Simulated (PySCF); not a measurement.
In(OH)2(SMe) (CH₅InO₂S), SMILES [S](C)[In]([OH])[OH]. Atoms are numbered in the order given.

```xyz
10

In    -0.0134    -0.5128     0.0000
O     -1.0025    -2.2436     0.0000
H     -0.4041    -2.9998     0.0000
O      1.9913    -0.4352     0.0000
H      2.4208    -1.2972     0.0000
S     -0.9665     1.6562     0.0000
C      0.5866     2.6359     0.0000
H      1.4799     1.9972     0.0000
H      0.5977     3.2713     0.8957
H      0.5977     3.2713    -0.8957
```
Charge 0, spin multiplicity 1.

Geometry: PBE0-D3(BJ)/def2-SVP. The structure was generated by enumeration; whether it is a known compound was not checked. The def2 effective core potentials stand for the cores of In; spin–orbit coupling is left out. Other conformers were not sampled.

These are ωB97X/def2-TZVP (PySCF) values and carry that method's errors.

ESP charges are fitted to the potential on shells at 1.4 to 2.0 van der Waals radii. Atomic charges (e):

```tsv
atom	ESP fit	Löwdin	Mulliken
In1	[?]	0.20	0.87
O2	-0.74	-0.32	-0.64
H3	[?]	0.16	0.31
O4	-0.79	-0.34	-0.68
H5	[?]	0.16	0.31
S6	[?]	0.30	-0.29
C7	-0.28	-0.50	-0.33
H8	0.12	0.12	0.16
H9	0.14	0.11	0.14
H10	0.14	0.11	0.14
```

Problem. Fill in the missing entries. (An estimate is asked for; the answer gives what the named calculation found.)

Solution. 
- In1, ESP fit: 0.94
- H3, ESP fit: 0.37
- H5, ESP fit: 0.39
- S6, ESP fit: -0.30
